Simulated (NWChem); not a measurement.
# CBrClF$_{2}$; SMILES FC(F)(Cl)Br

```xyz
5

F     -1.1560     0.7645    -1.0823
C     -0.4080     0.5555     0.0000
F     -1.1560     0.7645     1.0823
Cl     0.9602     1.6994     0.0000
Br     0.1981    -1.3138     0.0000
```
Atoms are numbered in this order, from 1.

Computed with NWChem. Coordinates come from a B3LYP/6-31G* (spherical d) optimisation.

For level LRC-wPBEh/def2-SVP:

```
Item                          Value
---------------------------  ------
highest occupied level (eV)  -10.69
orbital gap (eV)              11.13
dipole (D)                     0.34
```

**Question.** What are these values for level PBE/def2-SVP?

**Answer.** highest occupied level (eV): -7.29
orbital gap (eV): 5.07
dipole (D): 0.18
